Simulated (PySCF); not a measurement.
CH10NPSi3.
Atom-mapped SMILES: `[SiH3:1]/[CH:2]=[P:3]/[N:4]([SiH3:5])[SiH3:6]` (hydrogens: H7, H8, H9 on Si1; H10 on C2; H11, H12, H13 on Si5; H14, H15, H16 on Si6)

The same species was optimised twice, with GFN2-xTB and with PBE0-D3(BJ)/def2-SVP (PySCF), and the same property calculations (PySCF, gas phase) were run on both structures.

```json
{"coordinate": "N4–Si6 (Å)", "GFN2-xTB": "1.747", "PBE0-D3(BJ)/def2-SVP": "1.768", "change": "+0.021"}
{"coordinate": "N4–Si5 (Å)", "GFN2-xTB": "1.759", "PBE0-D3(BJ)/def2-SVP": "1.773", "change": "+0.014"}
{"coordinate": "P3–N4 (Å)", "GFN2-xTB": "1.707", "PBE0-D3(BJ)/def2-SVP": "1.720", "change": "+0.013"}
{"coordinate": "C2=P3 (Å)", "GFN2-xTB": "1.676", "PBE0-D3(BJ)/def2-SVP": "1.664", "change": "-0.012"}
{"coordinate": "Si1–C2 (Å)", "GFN2-xTB": "1.870", "PBE0-D3(BJ)/def2-SVP": "1.861", "change": "-0.009"}
{"coordinate": "Si1–C2–P3 (°)", "GFN2-xTB": "122.5", "PBE0-D3(BJ)/def2-SVP": "118.6", "change": "-3.9"}
{"coordinate": "P3–N4–Si5 (°)", "GFN2-xTB": "111.4", "PBE0-D3(BJ)/def2-SVP": "114.5", "change": "+3.1"}
{"coordinate": "C2–P3–N4 (°)", "GFN2-xTB": "106.6", "PBE0-D3(BJ)/def2-SVP": "108.6", "change": "+2.0"}
{"coordinate": "P3–N4–Si6 (°)", "GFN2-xTB": "124.5", "PBE0-D3(BJ)/def2-SVP": "122.5", "change": "-2.0"}
{"coordinate": "Si5–N4–Si6 (°)", "GFN2-xTB": "124.0", "PBE0-D3(BJ)/def2-SVP": "123.0", "change": "-1.0"}
{"coordinate": "C2–P3–N4–Si5 (°)", "GFN2-xTB": "-164", "PBE0-D3(BJ)/def2-SVP": "179", "change": "-17"}
```

Rotational constants: A = 2817, B = 742.3, C = 602.2 MHz (GFN2-xTB) against A = 2817, B = 735.1, C = 595.2 MHz (PBE0-D3(BJ)/def2-SVP).

On the GFN2-xTB structure: lowest singlet, TDDFT (eV) 4.69 [CAM-B3LYP/def2-SVPD]; lowest triplet, Tamm–Dancoff (eV) 2.80 [CAM-B3LYP/def2-SVPD]; isotropic polarisability (au) 126.5 [CAM-B3LYP/def2-SVPD]; HOMO (eV) -8.06 [CAM-B3LYP/def2-SVPD]; LUMO (eV) -0.51 [CAM-B3LYP/def2-SVPD]; dipole (D) 1.69 [CAM-B3LYP/def2-SVPD]; HOMO (eV) -6.88 [PBE0/pcSseg-1]; LUMO (eV) -1.60 [PBE0/pcSseg-1]; dipole (D) 1.68 [PBE0/pcSseg-1]; GIAO shielding of Si1 (ppm) 431.4 [PBE0/pcSseg-1]; GIAO shielding of C2 (ppm) 32.8 [PBE0/pcSseg-1]; GIAO shielding of P3 (ppm) -42.1 [PBE0/pcSseg-1]; GIAO shielding of N4 (ppm) 188.7 [PBE0/pcSseg-1]; GIAO shielding of Si5/Si6 (mean) (ppm) 398.1 [PBE0/pcSseg-1].

**Question.** What do these properties become on the PBE0-D3(BJ)/def2-SVP structure?

**Answer.** 
| property | level | on GFN2-xTB | on PBE0-D3(BJ)/def2-SVP | change |
| --- | --- | --- | --- | --- |
| lowest singlet, TDDFT (eV) | CAM-B3LYP/def2-SVPD | 4.69 | 4.89 | +0.20 |
| lowest triplet, Tamm–Dancoff (eV) | CAM-B3LYP/def2-SVPD | 2.80 | 2.95 | +0.15 |
| isotropic polarisability (au) | CAM-B3LYP/def2-SVPD | 126.5 | 129.6 | +3.1 |
| HOMO (eV) | CAM-B3LYP/def2-SVPD | -8.06 | -8.22 | -0.16 |
| LUMO (eV) | CAM-B3LYP/def2-SVPD | -0.51 | -0.53 | -0.02 |
| dipole (D) | CAM-B3LYP/def2-SVPD | 1.69 | 1.64 | -0.05 |
| energy, GFN2-xTB geometry as zero (kcal/mol) | CAM-B3LYP/def2-SVPD | 0.0 | -3.2 | -3.2 |
| HOMO (eV) | PBE0/pcSseg-1 | -6.88 | -7.05 | -0.17 |
| LUMO (eV) | PBE0/pcSseg-1 | -1.60 | -1.64 | -0.04 |
| dipole (D) | PBE0/pcSseg-1 | 1.68 | 1.62 | -0.06 |
| energy, GFN2-xTB geometry as zero (kcal/mol) | PBE0/pcSseg-1 | 0.0 | -3.3 | -3.3 |
| GIAO shielding of Si1 (ppm) | PBE0/pcSseg-1 | 431.4 | 427.0 | -4.4 |
| GIAO shielding of C2 (ppm) | PBE0/pcSseg-1 | 32.8 | 40.2 | +7.4 |
| GIAO shielding of P3 (ppm) | PBE0/pcSseg-1 | -42.1 | -23.4 | +18.7 |
| GIAO shielding of N4 (ppm) | PBE0/pcSseg-1 | 188.7 | 181.1 | -7.6 |
| GIAO shielding of Si5/Si6 (mean) (ppm) | PBE0/pcSseg-1 | 398.1 | 396.8 | -1.3 |

The heavy atoms differ by 0.108 Å rms after alignment. Among bonds between heavy atoms N4–Si6 changes most (+0.021 Å). Changes are differences of the printed values. Neither structure is proved a minimum here.

Shape of the structure used: `[SiH3:1]/[CH:2]=[P:3]/[N:4]([SiH3:5])[SiH3:6]`: C2–P3–N4–Si5 179°.
